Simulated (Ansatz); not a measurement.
Z-matrix (Å, degrees):
```
B
O 1 1.354
Se 1 1.966 2 117.6
O 1 1.363 2 120.0 3 -180.0
H 2 0.963 1 112.3 3 180.0
H 4 0.959 1 115.3 2 -180.0
```

Total charge 0; spin multiplicity 2.

Problem. List the CAM-B3LYP/def2-TZVPP orbital energies in eV (the Gaussian-basis code of Ansatz). (Estimate.)

Solution. The calculation gave: α occupied: -12353.05, -1582.22, -1420.50, -1420.39, -1420.34, -523.37, -523.13, -214.82, -187.66, -159.08, -158.78, -158.63, -59.83, -59.78, -59.65, -59.44, -59.43, -31.13, -30.21, -21.37, -17.98, -17.20, -13.95, -13.28, -12.64, -11.29, -10.67, -9.56, -8.61. α empty: 1.28, 2.10, 2.20, 3.03, 3.66, 4.30, 4.45, 5.44. β occupied: -12352.99, -1582.19, -1420.38, -1420.37, -1420.32, -523.36, -523.12, -214.74, -187.67, -158.84, -158.74, -158.59, -59.65, -59.64, -59.51, -59.42, -59.40, -31.10, -30.19, -20.39, -17.93, -17.09, -13.77, -13.27, -12.60, -11.28, -10.42, -8.30. β empty: -3.20, 1.30, 2.20, 2.20, 3.13, 3.81, 4.35, 4.44. ⟨S²⟩ = 0.753.
